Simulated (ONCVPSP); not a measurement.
## What one change does to a pseudopotential (Hf (Z = 72), ONCV)

* Element: hafnium (Hf)
* Generator: ONCVPSP 4.0.1
* Type: optimised norm-conserving Vanderbilt (ONCV)
* Functional: PBEsol
* Relativity: scalar-relativistic
* Frozen core: [Kr] 4d10 4f14 5s2
* Valence charge: 10
* Reference configuration: 5p6 5d2 6s1 (charge +1)
* Partial waves: 6s: rc 2.75 bohr, ncon 4, nbas 7, qcut 1.9 1/bohr, 2 projectors, debl 0.5 Ha; 5p: rc 1.80 bohr, ncon 3, nbas 6, qcut 9 1/bohr, 2 projectors, debl 3.8 Ha; 5d: rc 2.85 bohr, ncon 4, nbas 8, qcut 5.2 1/bohr, 2 projectors, debl 1.3 Ha; f scattering state at 0.13 Ha: rc 2.50 bohr, ncon 4, nbas 8, qcut 4.7 1/bohr, 2 projectors, debl 3.2 Ha
* Local potential: polynomial inside 1.70 bohr (lpopt 2, dvloc0 0 Ha)
* Core correction: Teter function, fcfact 4.75, rcfact 1.1

All-electron outer shells of the reference configuration (PBEsol, scalar-relativistic, ld1.x):

| shell | level (eV) | outermost node (bohr) | outermost maximum (bohr) |
| --- | --- | --- | --- |
| 5p | -42.55 | 0.60 | 1.16 |
| 4f | -23.81 | – | 0.45 |
| 6s | -11.01 | 1.36 | 2.78 |
| 5d | -9.25 | 0.67 | 1.67 |

Change: local potential polynomial inside 1.70 bohr (lpopt 2, dvloc0 -3 Ha).

Cutoffs: the cutoffs (Ha) at which the residual kinetic energy of the hardest occupied pseudo-wave falls to 1 and 0.1 mHa per electron; they do not see the model core or the augmentation charge, which bear on the density cutoff. Errors are all-electron minus pseudo energies relative to the spin-unpolarised reference configuration.

Q: What does the change do?

A: The potential gets neither clearly harder nor softer (22 Ha and 27 Ha → 22 Ha and 27 Ha); a bound ghost appears in s, which as a rule spoils a file; the lowest positive-energy flag moves from s at 9.1 eV to none; of the 4 tests that both files solve, the error grows in 0 and shrinks in 1 by more than 15 % and 0.3 meV (median size 25.2 → 25.3 meV). In the separable form a ghost depends on how the local part lies against the semilocal potential of the channel, so the choice of the local part can create or remove one.

| quantity | base | changed |
| --- | --- | --- |
| cutoff, loose | 22 Ha | 22 Ha |
| cutoff, tight | 27 Ha | 27 Ha |
| bound ghosts | none | s |
| GHOST(+) flags under 300 eV | s at 9.1 eV | none |
| error for 5p6 5d2 6s2, meV [ΔE -8.01 eV] | +1.9 | +1.5 |
| error for 5p6 5d2 6s0, meV [ΔE 14.16 eV] | +2.5 | +2.5 |
| error for 5p6 5d1 6s0, meV [ΔE 35.94 eV] | +48 | +48 |
| error for 5p6 5d0 6s0, meV [ΔE 68.76 eV] | +174 | +175 |
| s: phases at 2.79 bohr within 0.05 rad from the reference energy up to (Ha; the scan ends near 5) | 2.1 | 1.6 |
| p: phases at 1.82 bohr within 0.05 rad from the reference energy up to (Ha; the scan ends near 5) | to the end of the scan | to the end of the scan |
| d: phases at 2.89 bohr within 0.05 rad from the reference energy up to (Ha; the scan ends near 5) | 4.0 | 3.9 |
| f: phases at 2.53 bohr within 0.05 rad from the reference energy up to (Ha; the scan ends near 5) | to the end of the scan | to the end of the scan |
| rms error of d²Exc/dni dnj with the model core, mHa | 3.24 | 3.24 |

 A true bound ghost makes a file unfit for plane-wave use even where its test errors are small: the radial tests pick states by their node count and pass the ghost by.
